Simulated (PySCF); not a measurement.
Estimate the missing entries of this data sheet.

Species: C6H9FSi.
Atom-mapped SMILES: `[CH3:1][C:2]#[C:3][Si@H:4]1[CH2:5][C@H:6]([F:7])[CH2:8]1` (hydrogens: H9, H10, H11 on C1; H12 on Si4; H13, H14 on C5; H15 on C6; H16, H17 on C8)

| property | level | value |
| --- | --- | --- |
| rotational constants A, B, C of the GFN2-xTB geometry | GFN2-xTB | 4.451, 0.700, 0.684 GHz |
| dipole moment | B3LYP/def2-SVPD | 3.25 D |
| HOMO energy | B3LYP/def2-SVPD | -7.34 eV |
| LUMO energy | B3LYP/def2-SVPD | -0.41 eV |
| lowest singlet excitation | TDDFT B3LYP/def2-SVPD | 5.77 eV (215 nm, f = 0.000) |
| strongest line among the 8 lowest singlet transitions | TDDFT B3LYP/def2-SVPD | ? |
| lowest triplet excitation (Tamm–Dancoff) | TDA B3LYP/def2-SVPD | ? |
| static isotropic polarisability | B3LYP/def2-SVPD | ? |
| electronic spatial extent ⟨r²⟩ about the centre of nuclear charge | B3LYP/def2-SVPD | 1687 bohr² |
| 13C chemical shifts (computed TMS as zero) by class | GIAO PBE0/pcSseg-1 | ? |
| 1H chemical shifts (computed TMS as zero) by class | GIAO PBE0/pcSseg-1 | ? |
| isotropic shieldings of nuclei other than C and H, by class | GIAO PBE0/pcSseg-1 | ? |

The electronic properties come from PySCF, for the isolated species, density fitting.

(1) What are the 1H chemical shifts (computed TMS as zero) by class?

(2) What is the lowest triplet excitation (Tamm–Dancoff)?

(3) Give the strongest line among the 8 lowest singlet transitions.

(4) Give the static isotropic polarisability.

(5) The isotropic shieldings of nuclei other than C and H, by class?

(6) The 13C chemical shifts (computed TMS as zero) by class?

## Answers

(1) 5.40 (H15), 4.98 (H12), 2.12 (H9/H10/H11), 2.06 (H13/H17), 1.92 (H14/H16) ppm.

(2) 4.91 eV.

(3) S7 at 6.95 eV (178 nm, f = 0.353).

(4) 97.9 au.

(5) 330 (F7), 413 (Si4) ppm.

(6) 116.1 (C2), 90.4 (C6), 84.0 (C3), 27.9 (C5/C8), 6.0 (C1) ppm.

The vertical singlet–triplet gap S1 − T1 is 0.86 eV (TDDFT singlet less Tamm–Dancoff triplet; S1: HOMO−1→LUMO, weight 0.83; T1: HOMO→LUMO, weight 0.63). The largest Löwdin shares of the LUMO are 0.26 on Si4, 0.19 on C3, 0.18 on C2 and 0.07 on C5. In wavenumbers S1 is 46600 cm⁻¹ (1 eV = 8065.54 cm⁻¹).

One conformer stands for the species.
